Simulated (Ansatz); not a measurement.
Ansatz (an electronic-structure program) input (CCSD(T)/def2-TZVPPD):
A basis named .json is the Basis Set Exchange file of that set.

Ansatz 0.2 input:
```yaml
crystal:
  periodic: [false, false, false]
  atoms:
    - {symbol: Bi, position_ang: [-0.79143711, 0.00000000, -0.00000000]}
    - {symbol: Br, position_ang: [0.93841828, 0.00000000, 2.12710333]}
    - {symbol: Br, position_ang: [0.93841828, 0.00000000, -2.12710333]}
basis:
  gaussian:
    orbitals: def2-TZVPPD.json
total_charge: -1
magnetization: {spin_polarized: false}
correlation: {method: ccsd_t, electrons: outside_noble_gas}
```

Output:

```
Functional definition: HF
integrals: 0.50 GiB planned
1244 factors; integrals over basis functions are off by at most 7.1e-4 eV
mean field: 1.12 GiB planned
mean field evaluation 1: about -145812.5575 eV, gradient 1.6e1 eV
mean field evaluation 2: about -145812.5854 eV, gradient 1.6e1 eV
mean field evaluation 4: about -145813.3307 eV, gradient 1.6e0 eV
mean field evaluation 8: about -145813.3475 eV, gradient 1.5e-1 eV
mean field evaluation 16: about -145813.1091 eV, gradient 1.0e1 eV
mean field evaluation 32: about -145810.0548 eV, gradient 4.1e-5 eV
mean field evaluation 64: about -145809.4383 eV, gradient 2.7e0 eV
mean field evaluation 96: about -145803.1094 eV, gradient 2.4e1 eV
mean field evaluation 128: about -145802.3085 eV, gradient 3.1e-3 eV
mean field evaluation 160: about -145805.9949 eV, gradient 2.5e1 eV
mean field evaluation 192: about -145810.0548 eV, gradient 2.0e-6 eV
mean field evaluation 224: about -145807.2741 eV, gradient 2.0e1 eV
mean field -145813.34767431 eV, -5358.5416911940 hartree, gradient 2.7e-6 eV, S^2 0.000000; 7 other end points of the search recorded, 0 dependent functions left out; unrestricted orbitals would lower it
determinant -145813.34767431 eV, -5358.5416911940 hartree, with singles and doubles -145825.93357332 eV, -5359.0042144516 hartree
determinant -145810.05484468 eV, -5358.4206819370 hartree, with singles and doubles -145822.81051654 eV, -5358.8894442320 hartree
determinant -145809.05932712 eV, -5358.3840973415 hartree, with singles and doubles -145821.91089972 eV, -5358.8563839236 hartree
37 core orbitals not correlated
reference -145813.34767431 eV, -5358.5416911940 hartree; 10, 10 occupied and 123, 123 virtual orbitals, 1244 factors
second order -11.57164551 eV of doubles, -0.00000000 eV of singles
coupled cluster: 0.73 GiB planned
cycle   1  -12.53628391 eV  change   -3.2e-1 eV  update   1.8e-2
cycle   2  -12.54724487 eV  change   -1.1e-2 eV  update   4.1e-3
cycle   3  -12.54730272 eV  change   -5.8e-5 eV  update   1.9e-3
cycle   4  -12.54747809 eV  change   -1.8e-4 eV  update   5.7e-4
cycle   5  -12.54752061 eV  change   -4.3e-5 eV  update   2.0e-4
cycle   6  -12.54758906 eV  change   -6.8e-5 eV  update   6.3e-5
cycle   7  -12.54759291 eV  change   -3.9e-6 eV  update   2.6e-5
cycle   8  -12.54759735 eV  change   -4.4e-6 eV  update   9.2e-6
perturbative correction -0.56359583 eV, -0.0207117649 hartree
Total energy: -145826.45886749 eV, -5359.0235186563 hartree
```
